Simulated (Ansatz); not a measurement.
```yaml
crystal:
  periodic: [false, false, false]
  atoms:
    - {symbol: Sn, position_ang: [-0.387116, -1.402992, -0.731825]}
    - {symbol: Te, position_ang: [-1.063574, 1.377246, 0.200148]}
    - {symbol: Te, position_ang: [1.844121, 0.097757, 0.854633]}
basis:
  gaussian: {orbitals: def2-SVP}
total_charge: -1
magnetization: {spin_polarized: false, initial_magnetization: 1}
hamiltonian: {xc: {name: wB97X}}
scf: {lower_state_search: off}
```

```sh
$ ansatz run in.yaml --threads 4 --pin off --events-out ev --progress --plain --max-ram 3916MiB
```

Shortened log:

```
Functional definition: wB97X
1009 factors; integrals over basis functions are off by at most 1.9e-4 eV
230 factors; integrals over basis functions are off by at most 3.6e-6 eV
mean field evaluation 1: about -20421.5545 eV, gradient 1.9e1 eV
mean field evaluation 2: about -20421.5796 eV, gradient 1.9e1 eV
mean field evaluation 4: about -20423.4140 eV, gradient 6.8e0 eV
mean field evaluation 8: about -20423.6663 eV, gradient 2.9e-1 eV
mean field evaluation 16: about -20423.6673 eV, gradient 4.8e-3 eV
mean field -20423.66729520 eV, -750.5559294395 hartree, gradient 6.5e-6 eV, S^2 0.750000; 0 other end points of the search recorded, 0 dependent functions left out
reference -20423.66727289 eV, -750.5559286200 hartree; 36, 35 occupied and 42, 43 virtual orbitals, 1009 factors
Total energy: -20423.66727289 eV, -750.5559286200 hartree
Checks for a lower state left out: stability, starts, cluster_reference, orbital_swaps, neighbouring_geometries, increment
```

Hardware: 4 threads of Arm Neoverse V2 on a shared host. Wall time 3.8 s.

In the def2 sets Sn, Te take a core potential; there is no spin–orbit coupling. The highest occupied level of an anion often lies above zero with these methods, and sets without diffuse functions describe the outer electron poorly.

With spin_polarized false and unpaired electrons the run is restricted open-shell.
